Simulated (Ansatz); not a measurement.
`C=CB(F)F`. Total charge 0; spin multiplicity 1. Geometry: relaxed with PBE0-D4/def2-TZVP. It is one conformer, not always the lowest.

```xyz
8

C    -0.027    0.893   -0.895
C    -0.452    0.255    0.195
B     0.278   -0.990    0.740
F    -0.143   -1.624    1.822
F     1.358   -1.479    0.151
H    -0.531    1.769   -1.289
H     0.852    0.555   -1.436
H    -1.335    0.621    0.712
```

What is the dipole moment at ωB97M-V/def2-TZVPP? (Estimate.)

The calculation gave: 1.99 D, with components (-0.65, 1.60, -0.99) D in this frame, pointing from negative to positive charge.

And with PBE, r2SCAN, B3LYP? (Best estimate.)

Ansatz gave: PBE 1.91 D, r2SCAN 2.00 D, B3LYP 2.05 D.

Give the Mulliken charges with ωB97M-V, B3LYP, PBE in def2-TZVPP. (An estimate is asked.)

Computed: 
```csv
atom,ωB97M-V,B3LYP,PBE
C1,-0.15,-0.14,-0.12
C2,-0.22,-0.23,-0.22
B3,0.52,0.52,0.45
F4,-0.24,-0.24,-0.20
F5,-0.25,-0.25,-0.21
H6,0.12,0.12,0.11
H7,0.12,0.12,0.10
H8,0.11,0.11,0.10
```

B3LYP here is the variant with VWN-RPA as its local correlation; programs differ in this.
